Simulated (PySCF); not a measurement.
**Bonding in `C#C[Si@@H](Cl)S/C=C\C[SiH3]`**

C5H9ClSSi2.
SMILES with atom numbers: `[CH:1]#[C:2][Si@@H:3]([Cl:4])[S:5]/[CH:6]=[CH:7]\[CH2:8][SiH3:9]` (hydrogens: H10 on C1; H11 on Si3; H12 on C6; H13 on C7; H14, H15 on C8; H16, H17, H18 on Si9)

Geometry (GFN2-xTB, Å), atoms numbered from 1 in this order:
```
atom  x, y, z in Å
C1     3.5871   -1.4194   -1.4343
C2     3.3340   -0.4146   -0.8238
Si3    2.8249    1.1089    0.0935
Cl4    3.5847    2.7532   -0.7786
S5     0.6750    1.2363   -0.0038
C6     0.2505   -0.3778    0.5858
C7    -0.9484   -0.6742    1.0705
C8    -2.0840    0.2690    1.1819
Si9   -3.2443    0.1006   -0.3289
H10    3.8304   -2.2941   -1.9669
H11    3.2452    1.0030    1.4852
H12    1.0365   -1.1091    0.4919
H13   -1.1341   -1.6952    1.3786
H14   -1.7087    1.2916    1.2252
H15   -2.6426    0.0716    2.0971
H16   -3.7124   -1.2861   -0.4070
H17   -2.5160    0.4488   -1.5449
H18   -4.3865    0.9938   -0.1275
```

Bond orders from the PBE0/pcSseg-1 density (PySCF). Isolated species at its GFN2-xTB geometry (one conformer only).

Where do the orders between heavy atoms depart from those drawn in the SMILES?

The largest departure is 0.442, at C1–C2 (drawn triple, 2.558). Drawn double or triple, more than 0.30 short of the drawn order: C1–C2 (2.558).

Set the Mayer orders of the bonds beside their lengths.

```json
{"bond": "C1–C2", "drawn as": "triple", "length (Å)": "1.203", "Mayer order": "2.558"}
{"bond": "C2–Si3", "drawn as": "single", "length (Å)": "1.850", "Mayer order": "0.895"}
{"bond": "Si3–Cl4", "drawn as": "single", "length (Å)": "2.010", "Mayer order": "1.025"}
{"bond": "Si3–S5", "drawn as": "single", "length (Å)": "2.156", "Mayer order": "0.949"}
{"bond": "S5–C6", "drawn as": "single", "length (Å)": "1.770", "Mayer order": "1.029"}
{"bond": "C6–C7", "drawn as": "double", "length (Å)": "1.327", "Mayer order": "1.896"}
{"bond": "C7–C8", "drawn as": "single", "length (Å)": "1.480", "Mayer order": "1.062"}
{"bond": "C8–Si9", "drawn as": "single", "length (Å)": "1.912", "Mayer order": "0.885"}
{"bond": "C1–H10", "drawn as": "single", "length (Å)": "1.053", "Mayer order": "1.084"}
{"bond": "Si3–H11", "drawn as": "single", "length (Å)": "1.458", "Mayer order": "0.918"}
{"bond": "C6–H12", "drawn as": "single", "length (Å)": "1.078", "Mayer order": "0.914"}
{"bond": "C7–H13", "drawn as": "single", "length (Å)": "1.082", "Mayer order": "0.957"}
{"bond": "C8–H14", "drawn as": "single", "length (Å)": "1.090", "Mayer order": "0.931"}
{"bond": "C8–H15", "drawn as": "single", "length (Å)": "1.090", "Mayer order": "0.936"}
{"bond": "Si9–H16", "drawn as": "single", "length (Å)": "1.466", "Mayer order": "0.944"}
{"bond": "Si9–H17", "drawn as": "single", "length (Å)": "1.460", "Mayer order": "0.949"}
{"bond": "Si9–H18", "drawn as": "single", "length (Å)": "1.464", "Mayer order": "0.937"}
```

Bonds between the same two heavy elements. C–C: lowest C7–C8 (1.062, 1.480 Å), highest C1–C2 (2.558, 1.203 Å). C–Si: all 2 within 0.02 of one another (0.885 to 0.895).

Sum the orders of all bonds at each heavy atom with more than one neighbour and set the sums beside the valence in the SMILES.

C1 3.642 (drawn 4), C2 3.453 (drawn 4), Si3 3.787 (drawn 4), S5 1.978 (drawn 2), C6 3.839 (drawn 4), C7 3.915 (drawn 4), C8 3.814 (drawn 4), Si9 3.715 (drawn 4). Orders between atoms that aren't bonded are not in these sums.

The Mayer order sums products of elements of PS (density times overlap matrix) between the two atoms' basis functions, so it depends on the basis set.

The run behind these numbers computed NMR shieldings as well. Hardware: one thread of an Arm Neoverse V2, no GPU, shared host with 32 logical CPUs at a one-minute load of 30. Cost: 47 s of wall time, 0.95 GiB resident at most.
